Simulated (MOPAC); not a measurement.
A run for MOPAC: PM3 on H2OTe (SMILES O[TeH]), a point of a torsion scan.

```
PM3 1SCF PRECISE CHARGE=0 THREADS=1
H2OTe

O     -1.06046754 1     0.30966155 1     0.28521903 1
Te     0.83177640 1     0.74178998 1    -0.15524575 1
H     -1.41462056 1    -0.33628194 1    -0.32557143 1
H      0.39981056 1     1.97251772 1    -1.16174051 1
```

The log:

```
*******************************************************************************
 **                                                                           **
 **                              MOPAC v23.2.5                                **
 **                                                                           **
 *******************************************************************************
 ** MOPAC's Digital Object Identifier: https://doi.org/10.5281/zenodo.6511958 **
 **                                                                           **
 ** Please cite the open-source release paper for use of this MOPAC version:  **
 ** J. E. Moussa and J. J. P. Stewart (2026)                                  **
 ** MOPAC: An open-source semiempirical molecular orbital program             **
 ** J. Open Source Softw., 11(119), 8025, https://doi.org/10.21105/joss.08025 **
 *******************************************************************************

                              PM3 CALCULATION RESULTS

 *******************************************************************************
 *  PM3        - The PM3 Hamiltonian to be used
 *
 *
 *
 *                 CHARGE ON SYSTEM = 0
 *
 *
 *
 *  PRECISE    - TIGHTER CRITERIA TO BE USED
 *  1SCF       - DO 1 SCF AND THEN STOP
 *  THREADS=1  - MULTI-THREADING NOT USED
 *  T=         - A TIME OF 172800.0 SECONDS REQUESTED
 *  DUMP=N     - RESTART FILE WRITTEN EVERY 7200.0 SECONDS REQUESTED
 *******************************************************************************
PM3 1SCF PRECISE CHARGE=0 THREADS=1
 H2OTe

   ATOM   CHEMICAL          X               Y               Z
  NUMBER   SYMBOL      (ANGSTROMS)     (ANGSTROMS)     (ANGSTROMS)

     1       O         -1.06046754  *   0.30966155  *   0.28521903  *
     2      Te          0.83177640  *   0.74178998  *  -0.15524575  *
     3       H         -1.41462056  *  -0.33628194  *  -0.32557143  *
     4       H          0.39981056  *   1.97251772  *  -1.16174051  *



          CARTESIAN COORDINATES

    NO.       ATOM           X           Y           Z

     1         O         -1.0605      0.3097      0.2852
     2        Te          0.8318      0.7418     -0.1552
     3         H         -1.4146     -0.3363     -0.3256
     4         H          0.3998      1.9725     -1.1617

  H: (PM3): J. J. P. STEWART, J. COMP. CHEM. 10, 209 (1989).
  O: (PM3): J. J. P. STEWART, J. COMP. CHEM. 10, 209 (1989).
 Te: (PM3): J. J. P. STEWART, J. COMP. CHEM. 12, 320-341 (1991).

           Empirical Formula: H2 O Te  =     4 atoms



      MOLECULAR POINT GROUP   :   C1


      RHF CALCULATION, NO. OF DOUBLY OCCUPIED LEVELS = 7


 -------------------------------------------------------------------------------
 PM3 1SCF PRECISE CHARGE=0 THREADS=1
 H2OTe



     1SCF WAS SPECIFIED, SO BFGS WAS NOT USED
     SCF FIELD WAS ACHIEVED


                              PM3 CALCULATION
                                                       MOPAC v23.2.5 Linux




          FINAL HEAT OF FORMATION =        -21.69592 KCAL/MOL =     -90.77572 KJ/MOL


          COSMO AREA              =         86.18 SQUARE ANGSTROMS
          COSMO VOLUME            =         71.40 CUBIC ANGSTROMS

          IONIZATION POTENTIAL    =          8.882398 EV
          HOMO LUMO ENERGIES (EV) =         -8.882 -1.208
          NO. OF FILLED LEVELS    =          7
          MOLECULAR WEIGHT        =        145.6152         POINT GROUP:  C1

          MOLECULAR DIMENSIONS (Angstroms)

            Atom       Atom       Distance
            H     4    H     3     3.05318
           Te     2    H     4     1.34631
            O     1   Te     2     0.71220


          SCF CALCULATIONS        =          1





   ATOM   CHEMICAL          X               Y               Z
  NUMBER   SYMBOL      (ANGSTROMS)     (ANGSTROMS)     (ANGSTROMS)

     1       O         -1.06046754  *   0.30966155  *   0.28521903  *
     2      Te          0.83177640  *   0.74178998  *  -0.15524575  *
     3       H         -1.41462056  *  -0.33628194  *  -0.32557143  *
     4       H          0.39981056  *   1.97251772  *  -1.16174051  *

                             CARTESIAN COORDINATES

   1    O       -1.060467540     0.309661550     0.285219030
   2   Te        0.831776400     0.741789980    -0.155245750
   3    H       -1.414620560    -0.336281940    -0.325571430
   4    H        0.399810560     1.972517720    -1.161740510


           Empirical Formula: H2 O Te  =     4 atoms



      MOLECULAR POINT GROUP   :   C1


                  EIGENVALUES
 -34.98215 -16.25852 -14.90019 -12.84221 -11.55743 -10.58139  -8.88240  -1.20773
  -0.73306   5.11975


              NET ATOMIC CHARGES AND DIPOLE CONTRIBUTIONS

  ATOM NO.   TYPE          CHARGE      No. of ELECS.   s-Pop       p-Pop
    1          O          -0.516610        6.5166     1.79802     4.71859
    2         Te           0.430255        5.5697     1.95178     3.61797
    3          H           0.183326        0.8167     0.81667
    4          H          -0.096971        1.0970     1.09697
 DIPOLE           X         Y         Z       TOTAL
 POINT-CHG.     2.919    -0.450    -0.774     3.053
 HYBRID        -0.111    -0.144    -0.687     0.711
 SUM            2.807    -0.594    -1.461     3.220


          ATOMIC ORBITAL ELECTRON POPULATIONS

     Atom    s        px        py        pz
    1  O   1.79802   1.46130   1.63879   1.61850
    2 Te   1.95178   0.66375   1.36911   1.58511
    3  H   0.81667
    4  H   1.09697

 **********************
 *                    *
 * JOB ENDED NORMALLY *
 *                    *
 **********************




 == MOPAC DONE ==
```

The run finished.

Cost: roughly 0.020 core-seconds.
